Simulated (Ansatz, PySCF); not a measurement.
InI, SMILES [In][I] (connectivity only; charge and spin as stated), neutral, multiplicity 1. Atoms are numbered in the order given.

```xyz
2

In     0.0000     0.0000    -1.4404
I      0.0000     0.0000     1.3311
```

The structure is a stationary point at PBE0-D3(BJ)/def2-TZVP. The def2 effective core potentials stand for the cores of I, In; spin–orbit coupling is left out.

Two levels are set side by side: PBE-D3(BJ)/def2-TZVP (Ansatz, a first-principles code) and PBE0-D3(BJ)/def2-TZVP (Ansatz). Each level has its own optimised geometry; the coordinates shown are those of the second. Frequencies come from the Hessian of PySCF at each geometry. Differences are taken from unrounded values.

| quantity | PBE0-D3(BJ) |
|---|---|
| bond In1–I2 (Å) | 2.771 |
| highest harmonic wavenumber (cm⁻¹) | 174 |
| mean harmonic wavenumber (cm⁻¹) | 174 |
| zero-point energy (kcal/mol) | 0.25 |

Q: What does PBE-D3(BJ) give, and how far is it from PBE0-D3(BJ)? (An estimate is asked for; the answer gives what the named calculation found.)

A: 
```tsv
quantity	PBE-D3(BJ)	PBE-D3(BJ) minus PBE0-D3(BJ)
bond In1–I2 (Å)	2.793	0.022
highest harmonic wavenumber (cm⁻¹)	169	-5
mean harmonic wavenumber (cm⁻¹)	169	-5
zero-point energy (kcal/mol)	0.24	-0.01
```
